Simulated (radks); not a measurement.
Values are calculated unless marked as measured or tabulated.
The table gives one normalised radial function P(r) = r R(r) of Ba51+ in [He] 2s2 2p1 (r in bohr). Level of theory: scalar-relativistic Kohn-Sham, r2SCAN, spin-polarised, spherical densities, finite nucleus; open shells are filled with parallel spins first (spin-orbit coupling, left out, can overturn this in heavy ions); meta-GGA in the generalised Kohn-Sham scheme; Fermi nuclear charge, rms radius 4.8378 fm (a radial shooting solver on a logarithmic mesh with Libxc functionals).

| r | P |
|---|---|
| 0.002365 | 0.7516 |
| 0.002935 | 0.8837 |
| 0.003642 | 1.0299 |
| 0.004485 | 1.1807 |
| 0.005566 | 1.3413 |
| 0.006908 | 1.4952 |
| 0.008573 | 1.6258 |
| 0.01064 | 1.7091 |
| 0.01321 | 1.7137 |
| 0.01639 | 1.6015 |
| 0.02018 | 1.3450 |
| 0.02504 | 0.8913 |
| 0.03108 | 0.2329 |
| 0.03858 | -0.6058 |
| 0.04788 | -1.5421 |
| 0.05942 | -2.4263 |
| 0.07375 | -3.0638 |
| 0.0908 | -3.2769 |
| 0.1127 | -3.0049 |
| 0.1399 | -2.3201 |
| 0.1736 | -1.4698 |
| 0.2154 | -0.7360 |
| 0.2674 | -0.2773 |
| 0.3318 | -0.0738 |
| 0.4086 | -0.0138 |
| 0.5071 | -0.0014 |
| 0.6293 | -0.0001 |
| 0.781 | 0.0000 |

Which n and l does it have? It may be an empty orbital.

Answer. n = 2, l = 0: the number of nodes gives n - l - 1 = 1, the rise at small r (about r^(l+1), flatter next to the nucleus through relativity) gives l, and the extent must fit the shell. The curve is that of 2s up; the table hardly tells the two spins apart. 2s up: eigenvalue -10101.5 eV, 1 radial node at r = 0.0331 bohr, <r> = 0.104 bohr, 90 % of the charge inside 0.160 bohr.
